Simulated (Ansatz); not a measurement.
The cluster Te₄As⁺. Total charge 1; singlet. Geometry PBE-D4/def2-SVP.

Cartesian coordinates in Å:
```
As -0.619 0.881 -0.768
Te 2.090 0.476 -0.572
Te -1.780 -0.915 0.957
Te 0.721 1.384 1.577
Te -0.412 -1.825 -1.193
```

In the def2 sets Te takes a core potential; there is no spin–orbit coupling. HSE06 is defined as in plane-wave codes, on full-range PBE exchange. The restricted singlet is unstable towards broken spin symmetry in Hartree–Fock (as tested in another run); at PBE-D4/def2-TZVP, r2SCAN-D4/def2-TZVP, PBE0-D4/def2-TZVP, HSE06-D4/def2-TZVP and others this wasn't settled. Another isomer (singlet) lies 0.62 eV lower at PBE0-D4/def2-TZVP; other spin states weren't run for this one.

(1) Estimate the orbital energies around the gap (eV) in Ansatz with PBE-D4/def2-TZVP, r2SCAN-D4/def2-TZVP, PBE0-D4/def2-TZVP, HSE06-D4/def2-TZVP, BHLYP-D4/def2-TZVP.

Answers

(1) 
```json
{"orbital": "HOMO−9", "PBE-D4/def2-TZVP": "-18.51", "r2SCAN-D4/def2-TZVP": "-18.98", "PBE0-D4/def2-TZVP": "-20.05", "HSE06-D4/def2-TZVP": "-19.64", "BHLYP-D4/def2-TZVP": "-21.43"}
{"orbital": "HOMO−8", "PBE-D4/def2-TZVP": "-13.05", "r2SCAN-D4/def2-TZVP": "-13.43", "PBE0-D4/def2-TZVP": "-14.16", "HSE06-D4/def2-TZVP": "-13.78", "BHLYP-D4/def2-TZVP": "-15.01"}
{"orbital": "HOMO−7", "PBE-D4/def2-TZVP": "-12.89", "r2SCAN-D4/def2-TZVP": "-13.25", "PBE0-D4/def2-TZVP": "-14.01", "HSE06-D4/def2-TZVP": "-13.61", "BHLYP-D4/def2-TZVP": "-14.88"}
{"orbital": "HOMO−6", "PBE-D4/def2-TZVP": "-12.62", "r2SCAN-D4/def2-TZVP": "-12.98", "PBE0-D4/def2-TZVP": "-13.72", "HSE06-D4/def2-TZVP": "-13.33", "BHLYP-D4/def2-TZVP": "-14.52"}
{"orbital": "HOMO−5", "PBE-D4/def2-TZVP": "-12.28", "r2SCAN-D4/def2-TZVP": "-12.62", "PBE0-D4/def2-TZVP": "-13.34", "HSE06-D4/def2-TZVP": "-12.96", "BHLYP-D4/def2-TZVP": "-14.12"}
{"orbital": "HOMO−4", "PBE-D4/def2-TZVP": "-11.79", "r2SCAN-D4/def2-TZVP": "-12.12", "PBE0-D4/def2-TZVP": "-12.79", "HSE06-D4/def2-TZVP": "-12.41", "BHLYP-D4/def2-TZVP": "-13.56"}
{"orbital": "HOMO−3", "PBE-D4/def2-TZVP": "-10.98", "r2SCAN-D4/def2-TZVP": "-11.27", "PBE0-D4/def2-TZVP": "-11.98", "HSE06-D4/def2-TZVP": "-11.60", "BHLYP-D4/def2-TZVP": "-12.79"}
{"orbital": "HOMO−2", "PBE-D4/def2-TZVP": "-10.11", "r2SCAN-D4/def2-TZVP": "-10.35", "PBE0-D4/def2-TZVP": "-10.96", "HSE06-D4/def2-TZVP": "-10.60", "BHLYP-D4/def2-TZVP": "-11.65"}
{"orbital": "HOMO−1", "PBE-D4/def2-TZVP": "-10.10", "r2SCAN-D4/def2-TZVP": "-10.35", "PBE0-D4/def2-TZVP": "-10.94", "HSE06-D4/def2-TZVP": "-10.59", "BHLYP-D4/def2-TZVP": "-11.59"}
{"orbital": "HOMO", "PBE-D4/def2-TZVP": "-9.38", "r2SCAN-D4/def2-TZVP": "-9.59", "PBE0-D4/def2-TZVP": "-10.19", "HSE06-D4/def2-TZVP": "-9.84", "BHLYP-D4/def2-TZVP": "-10.84"}
{"orbital": "LUMO", "PBE-D4/def2-TZVP": "-8.30", "r2SCAN-D4/def2-TZVP": "-8.40", "PBE0-D4/def2-TZVP": "-7.92", "HSE06-D4/def2-TZVP": "-8.26", "BHLYP-D4/def2-TZVP": "-7.36"}
{"orbital": "LUMO+1", "PBE-D4/def2-TZVP": "-7.82", "r2SCAN-D4/def2-TZVP": "-7.82", "PBE0-D4/def2-TZVP": "-7.23", "HSE06-D4/def2-TZVP": "-7.59", "BHLYP-D4/def2-TZVP": "-6.48"}
{"orbital": "LUMO+2", "PBE-D4/def2-TZVP": "-7.71", "r2SCAN-D4/def2-TZVP": "-7.67", "PBE0-D4/def2-TZVP": "-7.08", "HSE06-D4/def2-TZVP": "-7.44", "BHLYP-D4/def2-TZVP": "-6.31"}
{"orbital": "LUMO+3", "PBE-D4/def2-TZVP": "-7.07", "r2SCAN-D4/def2-TZVP": "-7.03", "PBE0-D4/def2-TZVP": "-6.43", "HSE06-D4/def2-TZVP": "-6.80", "BHLYP-D4/def2-TZVP": "-5.63"}
{"orbital": "LUMO+4", "PBE-D4/def2-TZVP": "-6.89", "r2SCAN-D4/def2-TZVP": "-6.81", "PBE0-D4/def2-TZVP": "-6.15", "HSE06-D4/def2-TZVP": "-6.52", "BHLYP-D4/def2-TZVP": "-5.27"}
{"orbital": "LUMO+5", "PBE-D4/def2-TZVP": "-6.62", "r2SCAN-D4/def2-TZVP": "-6.52", "PBE0-D4/def2-TZVP": "-5.95", "HSE06-D4/def2-TZVP": "-6.32", "BHLYP-D4/def2-TZVP": "-5.16"}
```
